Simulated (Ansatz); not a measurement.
Total energies of `CC(C)(C)[O][MgH]`.

```xyz
16

C    -1.043    0.167    1.175
C     0.037   -0.066    0.121
C     1.364    0.513    0.606
C     0.192   -1.563   -0.137
O    -0.333    0.564   -1.058
Mg   -0.797    1.374   -2.557
H    -0.792   -0.314    2.124
H    -1.998   -0.235    0.827
H    -1.166    1.238    1.354
H     2.137    0.360   -0.151
H     1.694    0.043    1.536
H     1.261    1.587    0.780
H     0.955   -1.734   -0.900
H     0.483   -2.101    0.769
H    -0.752   -1.980   -0.496
H    -1.243    2.148   -3.992
```

The species carries charge 0 and has multiplicity 1. Correlated methods include outer-core shells of Mg, which these sets cover unevenly. Geometry: relaxed with PBE0-D4/def2-TZVP. Basis def2-TZVPP, Ansatz 0.2.0.

RPA on PBE orbitals: Hartree–Fock energy of these orbitals -431.82499 Eh, correlation -1.87838 Eh (frozen core).

```
             functional  energy without D4 (Eh)  D4 term (kJ/mol)
            LDA (SPW92)              -430.87079                 –
                    PBE              -433.42981             -33.5
                 revPBE              -433.73913            -110.5
                   BLYP              -433.76025             -73.9
                   PBE0              -433.48018             -28.4
                  B3LYP              -433.90022             -53.1
                r2SCAN0              -433.67447             -10.2
HSE06 (plane-wave form)              -433.46078             -26.2
                  BHLYP              -433.72843             -37.3
              CAM-B3LYP              -433.75392             -28.4
                LC-ωPBE              -433.65571                 –
                ωB97M-V              -433.73961                 –
                 B2PLYP              -433.60001                 –
               PBE-QIDH              -433.41994                 –
```

Question: Give the same for r2SCAN, B97M-V, r2SCANh, ωB97X-V. (An estimate is asked.)

Answer: The calculation gave: 
```json
{"functional": "r2SCAN", "energy without D4 (Eh)": "-433.70346", "D4 term (kJ/mol)": "-8.9"}
{"functional": "B97M-V", "energy without D4 (Eh)": "-433.81382", "D4 term (kJ/mol)": "–"}
{"functional": "r2SCANh", "energy without D4 (Eh)": "-433.69138", "D4 term (kJ/mol)": "-9.3"}
{"functional": "ωB97X-V", "energy without D4 (Eh)": "-433.76670", "D4 term (kJ/mol)": "–"}
```

B3LYP takes the VWN-RPA correlation (the form of Gaussian; ORCA's B3LYP/G). HSE06 is the plane-wave form, built on full-range PBE exchange. The double hybrids freeze the cores in their second-order part.

LC-ωPBE has ω = 0.4 bohr⁻¹.
